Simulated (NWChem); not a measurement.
The numbers come from NWChem runs, not from measurements. System: HI₂Si, charge 1, spin multiplicity 1, at the geometry of a parent with another charge or spin, in a state set for the comparison that need not be this species' ground state. Level: RHF/def2-SVPD with def2 effective core potentials on I.

Job file:

```
start mol
memory heap 200 mb stack 900 mb global 1100 mb
charge 1
geometry units angstroms nocenter noautoz
  I      0.159429    -0.072480     2.065873
  Si    -1.039535     0.563304     0.000000
  I      0.159429    -0.072480    -2.065873
  H     -2.346013    -0.203338     0.000000
  symmetry group Cs
end
basis spherical
  * library def2-svpd
end
ecp
  I library def2-ecp
end
scf
  rhf
  nopen 0
  maxiter 100
  thresh 1e-7
  semidirect memsize 60000000 filesize 0
end
task scf energy
```

NWChem printed:

```
             Northwest Computational Chemistry Package (NWChem) 7.3.0
             --------------------------------------------------------

                                NWChem Input Module
                                -------------------

 Scaling coordinates for geometry "geometry" by  1.889725989
 (inverse scale =  0.529177249)

 Turning off AUTOSYM since
 SYMMETRY directive was detected!

                             Geometry "geometry" -> ""
                             -------------------------

 Output coordinates in angstroms (scale by  1.889725989 to convert to a.u.)

  No.       Tag          Charge          X              Y              Z
 ---- ---------------- ---------- -------------- -------------- --------------
    1 I                   53.0000     0.15942900    -0.07248000     2.06587300
    2 Si                  14.0000    -1.03953500     0.56330400     0.00000000
    3 I                   53.0000     0.15942900    -0.07248000    -2.06587300
    4 H                    1.0000    -2.34601300    -0.20333800     0.00000000

 Effective nuclear repulsion energy (a.u.)     699.6248451118

            Nuclear Dipole moment (a.u.)
            ----------------------------
        X                 Y               Z
 ---------------- ---------------- ----------------
    -0.0000548021     0.0000718096     0.0000000000

      Symmetry information
      --------------------

 Group name             Cs
 Group number              2
 Group order               2
 No. of unique centers     3

      Symmetry unique atoms

     1    2    4


 Summary of "ao basis" -> "" (spherical)
 ------------------------------------------------------------------------------
       Tag                 Description            Shells   Functions and Types
 ---------------- ------------------------------  ------  ---------------------
 *                         def2-svpd                  on all atoms

 Summary of "ao basis" -> "ao basis" (spherical)
 ------------------------------------------------------------------------------
       Tag                 Description            Shells   Functions and Types
[...]
    17      0.270973  1 I  pz                76      0.270973  3 I  pz
    16      0.234657  1 I  py                75     -0.234657  3 I  py
    12     -0.184481  1 I  px                71      0.184481  3 I  px

 Vector   33  Occ=0.000000D+00  E=-2.719063D-01  Symmetry=a'
              MO Center= -7.3D-01,  6.8D-01,  7.1D-14, r^2= 4.6D+00
   Bfn.  Coefficient  Atom+Function         Bfn.  Coefficient  Atom+Function
  ----- ------------  ---------------      ----- ------------  ---------------
    48      0.470658  2 Si py                38      0.339103  2 Si s
    45      0.298001  2 Si py                16     -0.253932  1 I  py
    75     -0.253932  3 I  py                13     -0.231660  1 I  py
    72     -0.231660  3 I  py                39      0.211751  2 Si s
    37      0.183756  2 Si s                 42     -0.158084  2 Si py

 Vector   34  Occ=0.000000D+00  E=-1.302546D-01  Symmetry=a'
              MO Center= -5.7D-01,  3.2D-01, -1.8D-14, r^2= 7.4D+00
   Bfn.  Coefficient  Atom+Function         Bfn.  Coefficient  Atom+Function
  ----- ------------  ---------------      ----- ------------  ---------------
    39      1.154419  2 Si s                 40     -0.776883  2 Si s
    47      0.394207  2 Si px                48     -0.388646  2 Si py
    17      0.371640  1 I  pz                76     -0.371640  3 I  pz
    38      0.368340  2 Si s                 14      0.232743  1 I  pz
    73     -0.232743  3 I  pz                44      0.212811  2 Si px

 Vector   35  Occ=0.000000D+00  E=-1.018577D-01  Symmetry=a"
              MO Center= -6.5D-01,  3.2D-01,  1.3D-12, r^2= 8.2D+00
   Bfn.  Coefficient  Atom+Function         Bfn.  Coefficient  Atom+Function
  ----- ------------  ---------------      ----- ------------  ---------------
    49      0.586798  2 Si pz                46      0.307121  2 Si pz
     4     -0.234637  1 I  s                 63      0.234637  3 I  s
    15      0.233133  1 I  px                74     -0.233133  3 I  px
    58      0.211312  2 Si d  1              20      0.200046  1 I  pz
    79      0.200046  3 I  pz                 5      0.186724  1 I  s

 center of mass
 --------------
 x =   0.06024871 y =  -0.01898439 z =   0.00000000

 moments of inertia (a.u.)
 ------------------
        3904.611786393370          66.936036169045           0.000000000000
          66.936036169045        4017.883691677629           0.000000000000
           0.000000000000           0.000000000000         186.291837034716

  Mulliken analysis of the total density
  --------------------------------------

    Atom       Charge   Shell Charges
 -----------   ------   -------------------------------------------------------
    1 I   25    24.83   1.83  0.22  1.26  0.67 -0.02  2.93  3.12  2.53  2.24  0.01  9.83  0.21  0.00
    2 Si  14    13.48   2.00  1.99  1.14  0.04 -0.03  5.94  0.96  1.19  0.18  0.07
    3 I   25    24.83   1.83  0.22  1.26  0.67 -0.02  2.93  3.12  2.53  2.24  0.01  9.83  0.21  0.00
    4 H    1     0.86   0.67  0.21  0.01 -0.03

       Multipole analysis of the density wrt the origin
       ------------------------------------------------

     L   x y z        total         open         nuclear
     -   - - -        -----         ----         -------
     0   0 0 0      1.000000      0.000000     65.000000

     1   1 0 0     -1.129951      0.000000    -16.871574
     1   0 1 0      0.673187      0.000000      7.670243
     1   0 0 1      0.000000      0.000000      0.000000

     2   2 0 0    -42.842126      0.000000     78.218877
     2   1 1 0     -3.546431      0.000000    -29.635464
     2   1 0 1     -0.000000      0.000000      0.000000
     2   0 2 0    -44.252563      0.000000     16.949605
     2   0 1 1     -0.000000      0.000000      0.000000
     2   0 0 2    -35.199280      0.000000    762.034994

 Task  times  cpu:        2.9s     wall:        2.9s

 Total times  cpu:        2.9s     wall:        2.9s
```
